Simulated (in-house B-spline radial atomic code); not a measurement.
How numerical settings move a run on Zn7+, [Ar] 3d5. Computed with a B-spline radial code for spherical atoms: Dirac-Kohn-Sham BLYP, spherical fractional occupations, Fermi nucleus of rms radius 3.9283 fm.

Command:
```bash
python run_scf.py task.json out
```
Settings of the sound reference run:
```
Z                30
electrons        23
configuration    [Ar] 3d5
hamiltonian      dirac
method           b88,lyp
spin_polarised   False
nucleus          fermi
rms_radius       3.9283
mass_number      64
atomic_mass      63.92914
speed_of_light   137.036
knot_spacing     0.22
spline_order     8
gauss_points     12
box_radius       7.79
max_iterations   70
damping          0.5
damped_steps     3
diis_vectors     10
tolerance        1e-08
start            Thomas-Fermi
```

Run time, properties included: 1.4 s on 1 thread of Arm Neoverse N1, on a shared host.

It converges in 9 iterations to -1779.240512 hartree, with 3d5/2 at -154.576 eV. The other runs change the listed settings, some to values that make no sense; their results aren't properties of the atom or ion. Radii are in bohr (the nuclear one in fm), a minus after a letter asks for a j subshell, and «unchanged» means within 1e-8 hartree. The run stops when the residual is below 10 × tolerance × max(1, Z/10), or a noise floor if that is larger, and the energy moves by less than 1e-8 × √|E| hartree; so very loose and very tight tolerances often act alike.

| changed settings | outcome |
| --- | --- |
| knot_spacing = 1 | converged in 9 iterations, energy +5.41e+00 hartree from the reference, 3d5/2 level -3.6e-01 eV (the program warns: 2s1/2 reaches the box edge; 2p1/2 reaches the box edge) |
| box_radius = 2.34 | converged in 9 iterations, energy +2.35e-02 hartree from the reference, 3d5/2 level +4.8e-01 eV (the program warns: 3d5/2 reaches the box edge; 3s1/2 reaches the box edge) |
| box_radius = 15.58 | converged in 9 iterations, energy unchanged, 3d5/2 level -1.0e-06 eV |
| diis_vectors = 2 | converged in 12 iterations, energy unchanged, 3d5/2 level -1.3e-06 eV |
| box_radius = 0.31 | converged in 7 iterations, energy +2.11e+03 hartree from the reference, 3d5/2 level +3.3e+03 eV (the program warns: 3d5/2 has a positive eigenvalue: unbound, held by the box; 2s1/2 has a positive eigenvalue: unbound, held by the box) |
| box_radius = 3.9 | converged in 9 iterations, energy +4.28e-06 hartree from the reference, 3d5/2 level +2.0e-04 eV (the program warns: 3d5/2 reaches the box edge; 3d3/2 reaches the box edge) |
| box_radius = 31.16 | converged in 9 iterations, energy +1.08e-08 hartree from the reference, 3d5/2 level -1.2e-06 eV |
| knot_spacing = 0.4 | converged in 9 iterations, energy +2.37e-04 hartree from the reference, 3d5/2 level -1.7e-04 eV |
| knot_spacing = 1.4 | converged in 9 iterations, energy +3.26e+01 hartree from the reference, 3d5/2 level -5.2e-01 eV (the program warns: 1s1/2 reaches the box edge; 2s1/2 reaches the box edge) |
| knot_spacing = 2, spline_order = 10, max_iterations = 75, damping = 0.8, tolerance = 1e-05 | converged in 9 iterations, energy +3.66e+01 hartree from the reference, 3d5/2 level +8.1e-02 eV (the program warns: 1s1/2 reaches the box edge; 2s1/2 reaches the box edge) |
| diis_vectors = 0 | converged in 20 iterations, energy unchanged, 3d5/2 level +1.0e-06 eV |
| box_radius = 1.17 | converged in 8 iterations, energy +1.05e+01 hartree from the reference, 3d5/2 level +5.8e+01 eV (the program warns: 3d5/2 reaches the box edge; 2s1/2 reaches the box edge) |
| diis_vectors = 4 | converged in 9 iterations, energy unchanged, 3d5/2 level -2.2e-06 eV |
| diis_vectors = 1 | converged in 31 iterations, energy unchanged, 3d5/2 level -1.6e-05 eV |
| box_radius = 1.56 | converged in 8 iterations, energy +1.35e+00 hartree from the reference, 3d5/2 level +1.3e+01 eV (the program warns: 3d5/2 reaches the box edge; 3s1/2 reaches the box edge) |
| knot_spacing = 0.1 | converged in 9 iterations, energy -1.03e-06 hartree from the reference, 3d5/2 level +2.6e-06 eV |
| box_radius = 0.78 | converged in 7 iterations, energy +8.65e+01 hartree from the reference, 3d5/2 level +2.7e+02 eV (the program warns: 3d5/2 has a positive eigenvalue: unbound, held by the box; 3s1/2 has a positive eigenvalue: unbound, held by the box) |
| diis_vectors = 20 | converged in 9 iterations, energy unchanged |
| electrons = 24, configuration = [Ar] 3d5 4p-1, max_iterations = 50 | converged in 9 iterations to -1782.1764 hartree, a different physical problem |
| box_radius = 2.34, first_knot = 0.01, max_iterations = 2, damped_steps = 1 | not converged after 2 iterations, last residual 5.9e-01, last energy +5.44e+00 hartree from the reference |

(1) What happens with knot_spacing = 0.4, box_radius = 1.17, max_iterations = 75, start = bare nucleus?

(2) What happens with max_iterations = 75, damping = 0, tolerance = 1e-06, start = bare nucleus?

(3) What happens with knot_spacing = 0.75?

(4) What happens with knot_spacing = 0.15?

Results:

(1) Converged in 8 iterations, energy +1.04e+01 hartree from the reference, 3d5/2 level +5.8e+01 eV (the program warns: 3d5/2 reaches the box edge; 2s1/2 reaches the box edge).

(2) Converged in 9 iterations, energy unchanged, 3d5/2 level +2.5e-05 eV.

(3) Converged in 10 iterations, energy +5.02e-01 hartree from the reference, 3d5/2 level -1.2e-01 eV.

(4) Converged in 9 iterations, energy -1.01e-06 hartree from the reference, 3d5/2 level +2.8e-06 eV.
